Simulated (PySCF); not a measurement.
A side-by-side comparison of computed properties.

First species: H₁₀OSi₄.
Structure used (PBE0-D3(BJ)/def2-SVP), in Å, numbered top down from 1:
```xyz
15
H10OSi4 angstrom
O     -0.7764   -2.0737    1.5967
Si    -1.5576   -1.0530    0.5222
Si     0.1594   -0.1757   -0.8052
Si    -0.3135    2.0558   -1.3356
Si     2.0747   -0.2969    0.5430
H     -1.3096   -2.4648    2.2955
H     -2.2528    0.0615    1.2481
H     -2.6014   -1.7773   -0.2725
H      0.3543   -0.9830   -2.0526
H     -0.4648    2.8257   -0.0618
H      0.7957    2.6620   -2.1347
H     -1.5856    2.1713   -2.1144
H      3.2378    0.3608   -0.1316
H      1.8065    0.4219    1.8262
H      2.4245   -1.7187    0.8329
```

Second species: 2-cyanoacetamide, C3H4N2O.
SMILES: `C(CC#N)(N)=O`

Levels: B3LYP/def2-SVPD for dipole moment, HOMO energy, LUMO energy, HOMO–LUMO gap, static isotropic polarisability and electronic spatial extent ⟨r²⟩ about the centre of nuclear charge; TDDFT B3LYP/def2-SVPD for lowest singlet excitation; TDA B3LYP/def2-SVPD for lowest triplet excitation (Tamm–Dancoff); ΔSCF B3LYP/def2-SVPD for vertical ionisation energy; PBE0-D3(BJ)/def2-SVP for rotational constant A and rotational constant C. Geometries: PBE0-D3(BJ)/def2-SVP. Each species is one conformer at its optimised geometry, gas phase, non-relativistic unless stated; the electronic structure was computed with PySCF and density fitting.

Dipoles, sizes and rotational constants follow the conformer. The torsions of the flexible species, by atom-mapped SMILES:
- `[OH:1][SiH2:2][SiH:3]([SiH3:4])[SiH3:5]`: O1–Si2–Si3–Si4 -144°, H–O1–Si2–Si3 174°
- `[N:1]#[C:2][CH2:3][C:4]([NH2:5])=[O:6]`: C2–C3–C4–N5 -4°, H–N5–C4–C3 2°, H–N5–C4–C3 179°

| property | column X | column Y |
| --- | --- | --- |
| dipole moment | 1.31 D | 0.81 D |
| HOMO energy | -7.61 eV | -7.92 eV |
| LUMO energy | -0.93 eV | -0.43 eV |
| HOMO–LUMO gap | 6.68 eV | 7.49 eV |
| lowest singlet excitation | 5.81 eV | 5.75 eV |
| lowest triplet excitation (Tamm–Dancoff) | 5.30 eV | 5.32 eV |
| static isotropic polarisability | 126.8 au | 51.8 au |
| vertical ionisation energy | 9.46 eV | 10.43 eV |
| electronic spatial extent ⟨r²⟩ about the centre of nuclear charge | 1456 bohr² | 585 bohr² |
| rotational constant A | 1.922 GHz | 9.312 GHz |
| rotational constant C | 0.828 GHz | 1.923 GHz |

(1) Which column belongs to which species?

(2) How does each property change from the first species to the second?

Answers

(1) Column X is the first species and column Y the second. The first has 15 atoms and 74 electrons, the second 10 and 44.

(2) dipole moment -0.50 D; HOMO energy -0.31 eV; LUMO energy +0.50 eV; HOMO–LUMO gap +0.81 eV; lowest singlet excitation -0.06 eV; lowest triplet excitation (Tamm–Dancoff) +0.02 eV; static isotropic polarisability -75.0 au; vertical ionisation energy +0.97 eV; electronic spatial extent ⟨r²⟩ about the centre of nuclear charge -871 bohr²; rotational constant A +7.390 GHz; rotational constant C +1.095 GHz.

On the first: The ΔSCF ionisation energy exceeds −ε(HOMO) by 1.85 eV with B3LYP. No computed singlet falls in the visible range (750 to 380 nm, 1.65 to 3.26 eV); S1 lies 2.55 eV above its blue end.

On the second: No computed singlet falls in the visible range (750 to 380 nm, 1.65 to 3.26 eV); S1 lies 2.49 eV above its blue end. The vertical singlet–triplet gap S1 − T1 is 0.43 eV (TDDFT singlet less Tamm–Dancoff triplet; S1: HOMO→LUMO, weight 0.93; T1: HOMO→LUMO, weight 0.90).
